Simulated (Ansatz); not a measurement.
The same path of CH$_{3}$GeNO (7 atoms, charge 0, multiplicity 1) was run twice with different band settings. The coordinate that changes most is the dihedral H5–Ge3–O4–H7.

The calculation used Ansatz 0.2.0, RKS PBE-D4/def2-SVP.

Relaxed end points:

```xyz
7
Properties=species:S:1:pos:R:3
N 0.143 -2.049 1.897
C -0.003 -1.163 1.143
Ge -0.304 0.315 -0.063
O 1.108 0.226 -1.164
H -1.642 0.056 -0.800
H -0.314 1.615 0.779
H 1.074 0.932 -1.837
```

```xyz
7
Properties=species:S:1:pos:R:3
N 0.311 -2.176 1.516
C 0.041 -1.175 0.965
Ge -0.365 0.470 0.009
O 0.995 0.842 -1.093
H -1.697 0.228 -0.742
H -0.390 1.631 1.017
H 1.166 0.112 -1.718
```

Common settings: movable images 5; climbing image yes; spring 5.0 eV/Å²; optimiser quadratic models (default); start path IDPP; force threshold 0.03 eV/Å; end points relaxed.

| run | iteration limit |
| --- | --- |
| 1 | 60 |
| 2 | 3 |

What does each run give, and how far can it be trusted?

Run 1: converged after 6 iterations, highest image 0.001 eV above the first end. The top lies less than 8 meV above the higher end, about what the thresholds resolve: that end is a shoulder or a very shallow well. A vibrational analysis at the climbing image gives one clearly imaginary mode, 92i cm⁻¹: a first-order saddle point.
Run 2: not converged after 3 iterations, highest image 0.007 eV above the first end. The band didn't meet its force threshold, so its energies are provisional: the largest band force was still 0.27 eV/Å, and over the last iterations the top moved between 0.01 and 0.04 eV.
